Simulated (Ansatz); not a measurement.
A nudged elastic band was laid between two geometries of H$_{2}$O$_{2}$SSe (6 atoms, charge 0, multiplicity 1).

These are results of Ansatz 0.2.0, RKS PBE0-D4/def2-SVP, not measurements.

```
movable images  : 6
climbing image  : no
spring          : 5.0 eV/Å²
optimiser       : quadratic models (default)
start path      : through a guess of the saddle point
force threshold : 0.03 eV/Å
iteration limit : 43
end points      : relaxed
```

Initial state:

```xyz
6
Properties=species:S:1:pos:R:3
O -0.319 1.889 -0.289
Se 0.984 0.750 -0.708
O 0.913 -0.377 0.716
S -0.427 -1.385 0.858
H -1.146 1.508 -0.617
H -0.004 -2.384 0.041
```

Final state:

```xyz
6
Properties=species:S:1:pos:R:3
O -0.708 1.624 -0.762
Se 0.786 0.653 -0.784
O 0.558 -0.349 0.710
S -0.492 -1.672 0.659
H -0.573 2.352 -0.140
H 0.429 -2.608 0.317
```

Question: What changes between the two ends?

Answer: No bond is made or broken. The dihedral H5–O1–Se2–O3 goes from -86 to 81°.

Question: What energy profile does the band end with?

Answer: The forces met the threshold. The highest image is number 3 of 0 to 7, 29.9 kJ/mol above the ends, which have the same energy within 2 meV. No image climbed, so the highest image needn't sit at the top of the path.

| image | path coordinate (Å) | energy (kJ/mol) | dihedral H5–O1–Se2–O3 (°) |
| --- | --- | --- | --- |
| 0 | 0.00 | 0.0 | -86 |
| 1 | 0.33 | 1.3 | -81 |
| 2 | 0.67 | 11.8 | -56 |
| 3 | 1.00 | 29.9 | -22 |
| 4 | 1.33 | 28.8 | 15 |
| 5 | 1.66 | 10.4 | 49 |
| 6 | 2.00 | 1.4 | 74 |
| 7 | 2.33 | 0.0 | 81 |

Question: What is the geometry of the highest image?

Answer: 
```xyz
6
Properties=species:S:1:pos:R:3
O -0.291 1.941 -0.688
Se 0.990 0.675 -0.752
O 0.605 -0.261 0.751
S -0.552 -1.494 0.654
H -1.012 1.607 -0.137
H 0.260 -2.469 0.172
```

The run took 5.8 min on 1 thread of Intel(R) Xeon(R) Processor @ 2.50GHz (Skylake/Cascade Lake), on a shared host, peak memory 0.2 GiB.
